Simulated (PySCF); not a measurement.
InF2I, SMILES [F][In]([F])[I].

Geometry optimised at r2SCAN-D4/def2-SVP. The def2 effective core potentials stand for the cores of I, In; spin–orbit coupling is left out.

Calculation: PySCF with PBE0/def2-TZVPD.

Symmetry labels are those of the subgroup C2v that the program uses (full group C2v).

Task: List the valence orbital energies around the gap with their symmetry. (An estimate is asked for; the answer gives what the named calculation found.)

Result: 
| orbital | symmetry | energy (eV) |
|---|---|---|
| HOMO−7 | B2 | -11.66 |
| HOMO−6 | A1 | -11.32 |
| HOMO−5 | B1 | -11.26 |
| HOMO−4 | A2 | -10.95 |
| HOMO−3 | B2 | -10.85 |
| HOMO−2 | A1 | -10.06 |
| HOMO−1 | B1 | -8.72 |
| HOMO | B2 | -8.59 |
| LUMO | A1 | -3.37 |
| LUMO+1 | B1 | -1.79 |
| LUMO+2 | A1 | 0.00 |
| LUMO+3 | B2 | 0.22 |
